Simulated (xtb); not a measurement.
Input file for xtb: GFN2-xTB on C2H8O3Si (SMILES CC[Si](O)(O)O), a point of a bond scan (R = 1.860 Å).

```
$ xtb mol.xyz --gfn 2 --sp --chrg 0 --uhf 0
14

C     -2.37827924     0.23084567     0.34397664
C     -1.10829246    -0.43006384     0.89753638
Si     0.43088891    -0.03629444    -0.06986989
O      0.73104536     1.57673213    -0.17645259
O      1.64473428    -0.84463593     0.70054269
O      0.32139261    -0.45404150    -1.65631513
H     -2.28834681     1.31852757     0.33822779
H     -2.57046845    -0.08050869    -0.68423633
H     -3.25548569    -0.02776995     0.94009488
H     -0.94595286    -0.13126232     1.93838193
H     -1.22670030    -1.51828671     0.92520660
H      0.85933828     2.05601117     0.64490708
H      2.53245206    -0.75301895     0.34330061
H      0.20477095    -1.38469850    -1.85898189
```

The head of its log:

```
[...]
           -------------------------------------------------
          |                Calculation Setup                |
           -------------------------------------------------



           -------------------------------------------------
          |                 G F N 2 - x T B                 |
           -------------------------------------------------

        Reference                      10.1021/acs.jctc.8b01176
      * Hamiltonian:
        H0-scaling (s, p, d)           1.850000    2.230000    2.230000
        zeta-weighting                 0.500000
      * Dispersion:
        s8                             2.700000
        a1                             0.520000
        a2                             5.000000
        s9                             5.000000
      * Repulsion:
        kExp                           1.500000    1.000000
        rExp                           1.000000
      * Coulomb:
        alpha                          2.000000
        third order                    shell-resolved
        anisotropic                    true
        a3                             3.000000
        a5                             4.000000
        cn-shift                       1.200000
        cn-exp                         4.000000
        max-rad                        5.000000


          ...................................................
          :                      SETUP                      :
          :.................................................:
          :  # basis functions                  38          :
          :  # atomic orbitals                  37          :
          :  # shells                           21          :
          :  # electrons                        38          :
          :  max. iterations                   250          :
          :  Hamiltonian                  GFN2-xTB          :
          :  restarted?                      false          :
          :  GBSA solvation                  false          :
          :  PC potential                    false          :
          :  electronic temp.          300.0000000     K    :
          :  accuracy                    1.0000000          :
          :  -> integral cutoff          0.2500000E+02      :
          :  -> integral neglect         0.1000000E-07      :
          :  -> SCF convergence          0.1000000E-05 Eh   :
          :  -> wf. convergence          0.1000000E-03 e    :
          :  Broyden damping             0.4000000          :
          :  net charge                          0          :
          :  unpaired electrons                  0          :
          ...................................................

 iter      E             dE          RMSdq      gap      omega  full diag
   1    -22.5646563 -0.225647E+02  0.513E+00    9.08       0.0  T
   2    -22.6078560 -0.431997E-01  0.277E+00    8.19       1.0  T
```

Task: What total energy does the run end on?

Result: -22.4190 hartree.
